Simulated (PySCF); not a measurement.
C5H8O2, SMILES C(C(=O)OC)C=C, singlet (GFN2-xTB optimised geometry):

```
15

C      2.138    -2.077     2.268
C      1.121    -1.829     1.465
C      1.265    -1.326     0.058
C      0.724     0.088     0.000
O      1.391     1.086    -0.019
O     -0.615     0.088     0.000
C     -1.243     1.362     0.000
H      3.158    -1.943     1.949
H      1.993    -2.431     3.274
H      0.102    -1.960     1.800
H      2.312    -1.313    -0.242
H      0.680    -1.951    -0.619
H     -0.905     1.951    -0.855
H     -2.312     1.175    -0.061
H     -1.000     1.904     0.916
```

Level of theory: PySCF with CAM-B3LYP/def2-TZVP.

Q: What are the frontier orbital energies and the dipole moment?

A: HOMO-2 -10.28 eV, HOMO-1 -9.86 eV, HOMO -8.87 eV, LUMO 0.95 eV, LUMO+1 2.02 eV; dipole moment 1.94 D.

Meta-Löwdin charges at CAM-B3LYP/def2-TZVP: C1 -0.26, C2 -0.09, C3 -0.24, C4 0.54, O5 -0.47, O6 -0.35, C7 -0.12, H8 0.12, H9 0.12, H10 0.12, H11 0.13, H12 0.13, H13 0.12, H14 0.13, H15 0.12.
